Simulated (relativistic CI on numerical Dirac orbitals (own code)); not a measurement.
## Radial parameters of Rb

Computed by Dirac-Coulomb-Breit CI, separate exchange-only KLI orbitals for each configuration, QED by a radiative potential, valence Slater integrals scaled by 0.85, P86 correlation energy added to each configuration (own radial code, finite nucleus).

Slater integrals F^k, G^k are unscaled and averaged over j, outside the closed core [Kr]; ζ comes from projecting the Hamiltonian with its Breit term on Σ l·s of the shell.

- 5p: ζ(5p) = 114.3 cm⁻¹; <r>(5p) = 7.656, <r^2>(5p) = 66.78 (bohr units).
- 4d: ζ(4d) = -12.31 cm⁻¹; <r>(4d) = 9.108, <r^2>(4d) = 99.54 (bohr units).
- 6p: ζ(6p) = 36.976 cm⁻¹; <r>(6p) = 16.45, <r^2>(6p) = 307.2 (bohr units).

In this model ζ of a weakly bound d, f or g electron outside closed shells comes out too small, for d by up to a factor of two or three and at times with the wrong sign; that of an outer p electron is too small as well.

For a near-neutral ion this model can misplace configurations by up to about 10,000 cm⁻¹ (more where the count of f electrons changes) and terms by 10 to 25 % of their spread. Rates follow the energies as ν³ (E1, M1) or ν⁵ (E2), so they and the lifetimes can be off by large factors. The fine structure of a lone outer electron comes out too small, for d and f at times inverted, and misplaced configurations move strength between like terms. 7 of the 7 excited levels that our extract of the measured tables holds in this range could be paired (the sources list more); they are missed by 939 cm⁻¹ on average and 1297 at most, and levels without a partner can miss by more.

Averages of the first 10 configurations, taken without configuration mixing, which lowers the lowest level and can move excited configurations by several eV; other configurations of the list can lie among them:

| Configuration | Parity | States | Average energy above the lowest level (eV) |
| --- | --- | --- | --- |
| 5s | even | 2 | 0.0 |
| 5p | odd | 6 | 1.4 |
| 4d | even | 10 | 2.3 |
| 6s | even | 2 | 2.4 |
| 6p | odd | 6 | 2.8 |
| 5d | even | 10 | 3.1 |
| 7s | even | 2 | 3.2 |
| 7p | odd | 6 | 3.4 |
| 6d | even | 10 | 3.5 |
| 8s | even | 2 | 3.6 |
